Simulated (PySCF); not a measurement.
Polarisability and C₆ of Sn (tin, neutral)

[Kr] 4d10 5s1 5p3, high-spin 5S determinant (an excited configuration). Calculation: PySCF 2.14, in dyall-av2z (22s16p12d, 130 functions); no relativity, point nucleus. Coupled (time-dependent) response in atomic units; α is the mean over directions. A double-zeta set is small for polarisabilities.

```json
{"method": "TPSS", "mean α (bohr³)": "57.70", "C₆ (like pair)": "636.6", "S(−4)": "1027"}
```

S(−4) is the Cauchy moment in α(ω) = α(0) + S(−4) ω² + …

α(iu) at TPSS:

```
u (hartree)  α(iu) (bohr³)
          0          57.70
     0.0500          55.27
      0.100          49.24
      0.200          35.02
      0.300          24.24
      0.500          12.74
      0.750          6.892
       1.00          4.299
       1.50          2.143
       2.00          1.292
       3.00         0.6308
       5.00         0.2565
```

A single London oscillator, α(iu) = α/(1 + u²/ω²), gives C₆ = (3/4) ω α². Matching the computed C₆ needs ω = 4 × 636.6 / (3 × 57.70²) = 0.255 hartree.

A non-relativistic calculation at this Z misses sizeable relativistic shifts.
